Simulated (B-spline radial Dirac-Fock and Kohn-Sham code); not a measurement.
**X-ray form factors of antimony in several charge states**

The computed values come from an atomic code on a B-spline grid: relativistic Hartree-Fock (Dirac-Fock) wave functions, averaged over the configuration.

Configurations: Sb³⁶⁺ [Ne] 3s2 3p3; Sb³⁷⁺ [Ne] 3s2 3p2; Sb³⁹⁺ [Ne] 3s2; Sb⁴⁰⁺ [Ne] 3s1; Sb⁴²⁺ [He] 2s2 2p5; Sb⁴³⁺ [He] 2s2 2p4. The first column is f₀ of Sb³⁶⁺, the others are differences from it.

| s (Å⁻¹) | Sb³⁶⁺ | Δ Sb³⁷⁺ | Δ Sb³⁹⁺ | Δ Sb⁴⁰⁺ | Δ Sb⁴²⁺ | Δ Sb⁴³⁺ |
| --- | --- | --- | --- | --- | --- | --- |
| 0 | 15.000 | -1.000 | -3.000 | -4.000 | -6.000 | -7.000 |
| 0.05 | 14.989 | -0.998 | -2.995 | -3.993 | -5.991 | -6.991 |
| 0.1 | 14.956 | -0.993 | -2.978 | -3.971 | -5.963 | -6.962 |
| 0.15 | 14.901 | -0.983 | -2.952 | -3.936 | -5.917 | -6.915 |
| 0.2 | 14.824 | -0.971 | -2.915 | -3.886 | -5.854 | -6.850 |
| 0.25 | 14.727 | -0.955 | -2.868 | -3.823 | -5.774 | -6.767 |
| 0.3 | 14.610 | -0.935 | -2.811 | -3.748 | -5.677 | -6.667 |
| 0.35 | 14.474 | -0.913 | -2.745 | -3.661 | -5.564 | -6.551 |
| 0.4 | 14.320 | -0.887 | -2.672 | -3.562 | -5.437 | -6.421 |
| 0.45 | 14.149 | -0.860 | -2.590 | -3.453 | -5.297 | -6.276 |
| 0.5 | 13.962 | -0.829 | -2.501 | -3.335 | -5.145 | -6.119 |
| 0.6 | 13.547 | -0.763 | -2.306 | -3.075 | -4.809 | -5.771 |
| 0.7 | 13.087 | -0.690 | -2.094 | -2.790 | -4.440 | -5.390 |
| 0.8 | 12.594 | -0.614 | -1.869 | -2.490 | -4.051 | -4.985 |
| 0.9 | 12.078 | -0.537 | -1.641 | -2.185 | -3.652 | -4.570 |
| 1 | 11.553 | -0.461 | -1.414 | -1.881 | -3.253 | -4.153 |
| 1.1 | 11.028 | -0.387 | -1.195 | -1.588 | -2.865 | -3.746 |
| 1.2 | 10.511 | -0.318 | -0.989 | -1.310 | -2.496 | -3.356 |
| 1.4 | 9.535 | -0.198 | -0.626 | -0.823 | -1.838 | -2.653 |
| 1.6 | 8.663 | -0.106 | -0.344 | -0.445 | -1.312 | -2.078 |
